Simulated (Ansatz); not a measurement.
System: InI₂, net charge 1, singlet state. It need not be the lowest isomer of its formula. 
Coordinates optimised at B3LYP-D3(BJ)/def2-TZVP (Ansatz, a quantum-chemistry and plane-wave program):
```
In
I 1 2.5675
I 1 2.5675 2 180.00
```
Charge +1, spin multiplicity 1.

Computed values are from Ansatz. Correlated levels leave the core frozen unless marked. UHF or UKS for open shells. Spin-orbit coupling is left out. Frozen are the shells of the preceding noble gas and the d and f shells that filled before the atom's block. Past Kr the def2 sets carry scalar-relativistic core potentials. CBS marks a two-point X^-3 extrapolation of the correlation energy; Hartree-Fock from the larger set. [CCSD(T)-MP2]/basis is that difference in the basis named.

```yaml
vertical ionisation energy (to the doublet): 15.08 eV at RI-MP2/CBS(def2-TZVPPD,def2-QZVPPD)+[CCSD(T)-MP2]/def2-TZVPPD
vertical electron affinity (to the doublet; negative means unbound): 6.42 eV at RI-MP2/CBS(def2-TZVPPD,def2-QZVPPD)+[CCSD(T)-MP2]/def2-TZVPPD
total_energy: -782.8235 Eh at CCSD(T)/CBS(def2-TZVPP,def2-QZVPP)
T1 diagnostic: 0.012 at CCSD/def2-QZVPP
```
